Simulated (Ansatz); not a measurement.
A made-up structure of SiH2I (charge +1), closed shell:

```xyz
4
angstrom
Si -0.1873 0.0391 -0.0853
I 1.8727 -0.3908 0.8532
H -1.3511 -0.7814 0.2934
H 3.3802 -1.1394 1.0919
```

It is relaxed with PBE-D4/def2-SVP and then PBE0-D4/def2-TZVP (Ansatz 0.2.0). Atoms count as bonded within 1.22 times the sum of their covalent radii (H–H: 0.88 Å). The end point is not checked to be a true minimum.

(1) Does its bonding change? (A judgement: the text doesn't fix the answer.)

Answers

(1) By the calculation: No: no bond forms or breaks.

Where it ends: The first stage lowers the energy by 1.75 eV in 10 steps. It ends as SiH₂I ([SiH][IH]), total charge +1:
```
atom    x (Å)    y (Å)    z (Å)
 Si1  -0.3565   0.2544  -0.0034
  I2   2.2147   0.0920   0.5702
  H3  -0.4440  -1.1826   0.4736
  H4   2.3002  -1.4362   1.1128
```

Labels in which every atom is bracketed show which atoms are joined, not bond orders.

For scale, one of the runs: PBE0-D4/def2-TZVP relaxation, 99 basis functions, launched by `ansatz run in.yaml --threads 2 --pin off --events-out ev --progress --plain --max-ram 4352MiB`. Hardware: 2 CPU threads of an Arm Neoverse V1, shared host. Wall time about 8.5 s.
